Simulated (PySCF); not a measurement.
Al(F)(NCO)(OMe) (C₂H₃AlFNO₂), SMILES [O]([Al]([N]=C=O)[F])C. Atoms are numbered in the order given.

```xyz
10

Al     0.6078     0.5349     0.0000
F      2.2377     0.8086     0.0000
N      0.0273    -1.1291     0.0000
C     -0.3347    -2.2764     0.0000
O     -0.6938    -3.3907     0.0000
O     -0.4239     1.8530     0.0000
C     -1.7916     2.1495     0.0000
H     -2.0540     2.7466     0.8909
H     -2.0540     2.7466    -0.8909
H     -2.4250     1.2427     0.0000
```

Geometry: B3LYP-D3(BJ)/def2-SVP. Other conformers were not sampled.

The numbers are results of PySCF with PBE/def2-TZVP, not measurements.

Atomic charges (e):

```
atom  Löwdin  Mulliken
----  ------  --------
Al1    -0.05      0.54
F2         …     -0.30
N3      0.10     -0.18
C4         …      0.22
O5      0.20     -0.18
O6         …     -0.26
C7         …     -0.21
H8      0.11      0.12
H9      0.11      0.12
H10     0.11      0.11
```

Complete the blanks. (An estimate is asked for; the answer gives what the named calculation found.)


- F2, Löwdin: 0.02
- C4, Löwdin: -0.35
- O6, Löwdin: 0.12
- C7, Löwdin: -0.36
